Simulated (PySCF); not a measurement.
In(Cl)2(Et) (C₂H₅Cl₂In), SMILES C[CH2][In]([Cl])[Cl].

Geometry: PBE-D3(BJ)/def2-SVP. The structure was generated by enumeration; whether it is a known compound was not checked. The def2 effective core potentials stand for the cores of In; spin–orbit coupling is left out. One conformer was computed; it need not be the lowest.

The numbers are results of PySCF with TDA-ωB97X/def2-SVPD, not measurements.

Vertical excitations. Gas-phase values at a fixed geometry.

```csv
state,energy (eV),λ (nm),f,main pairs
S1,5.71,217,0.007,HOMO→LUMO+1 97 %
S2,6.00,207,0.240,"HOMO→LUMO 62 %, HOMO−1→LUMO 15 %, HOMO−4→LUMO 13 %"
S3,6.04,205,0.085,"HOMO−1→LUMO 72 %, HOMO→LUMO 13 %"
S4,6.10,203,0.000,HOMO−2→LUMO 91 %
S5,6.37,195,0.000,HOMO−1→LUMO+1 97 %
S6,6.45,192,0.049,HOMO−3→LUMO 88 %
S7,6.67,186,0.017,"HOMO−2→LUMO+1 63 %, HOMO−5→LUMO 15 %, HOMO−4→LUMO 12 %"
S8,6.70,185,0.109,"HOMO−4→LUMO 55 %, HOMO−2→LUMO+1 14 %, HOMO−3→LUMO+1 10 %, HOMO→LUMO 10 %"
S9,6.96,178,0.006,HOMO−4→LUMO+1 96 %
S10,7.21,172,0.187,HOMO−3→LUMO+1 77 %
T1,4.66,266,0,HOMO→LUMO 89 %
T2,5.41,229,0,HOMO→LUMO+1 96 %
T3,5.59,222,0,HOMO−1→LUMO 88 %
T4,5.78,215,0,HOMO−2→LUMO 87 %
```
Triplets are in the Tamm–Dancoff approximation.
